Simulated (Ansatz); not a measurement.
Geometry optimisation, RHF/def2-SVP in Ansatz 0.2.0.

The input (input.yaml):

```yaml
crystal:
  periodic: [false, false, false]
  atoms:
    - { symbol: B, position_ang: [0.0, 0.0, 0.0] }
    - { symbol: "N", position_ang: [0.0, 0.0, 1.9] }
    - { symbol: H, position_ang: [-0.877, -0.2713, 2.43] }
    - { symbol: H, position_ang: [0.877, 0.2713, 2.43] }
    - { symbol: Cl, position_ang: [1.6108, 0.0, -0.93] }
    - { symbol: Cl, position_ang: [-1.6108, 0.0, -0.93] }
    - { symbol: F, position_ang: [-0.4713, 1.4633, 0.5108] }
    - { symbol: H, position_ang: [-0.3323, 1.0318, 1.5229] }
basis:
  gaussian: { orbitals: def2-SVP }
hamiltonian:
  xc: hf
relax:
  f_tol: 0.15
  max_steps: 25
  restrain:
    - { distance: [0, 6], at: 1.32, k: 30.0 }
    - { distance: [7, 1], at: 1.06, k: 30.0 }
    - { distance: [0, 1], at: 2.75, k: 30.0 }
    - { distance: [7, 6], at: 2.12, k: 30.0 }
```

Launched with:

```bash
$ ansatz run input.yaml --threads 1 --pin off --max-ram 2048MiB --backend cpu --events-out ev --progress --plain --runs-dir out
```

Q: Where does it end, and by what steps?

A: It converged. The restraints hold the end off the free minimum. After 8 steps the energy has fallen by 4.245 eV (the restraints' own energy left out); B1 moved furthest, 0.76 Å.

| step | energy less start (eV) | largest force component (eV/Å) | accepted |
| --- | --- | --- | --- |
| 0 | 0.0000 | 3.585 | yes |
| 1 | -1.2981 | 4.756 | yes |
| 2 | -2.3742 | 3.828 | yes |
| 3 | -3.2794 | 2.865 | yes |
| 4 | -3.9325 | 2.566 | yes |
| 5 | -4.2098 | 0.958 | yes |
| 6 | -4.2433 | 0.957 | yes |
| 7 | -4.2382 | 1.158 | no |
| 8 | -4.2446 | 1.048 | yes |

```xyz
8
Properties=species:S:1:pos:R:3
B -0.122 0.509 -0.556
N -0.064 0.046 2.147
H -0.817 -0.342 2.687
H 0.784 -0.042 2.679
Cl 1.487 -0.019 -1.008
Cl -1.554 -0.401 -0.998
F -0.270 1.700 -0.024
H -0.249 1.046 2.006
```

The run took 17 s on 1 thread of Arm Neoverse V2, with other jobs on the host, peak memory 0.18 GiB.
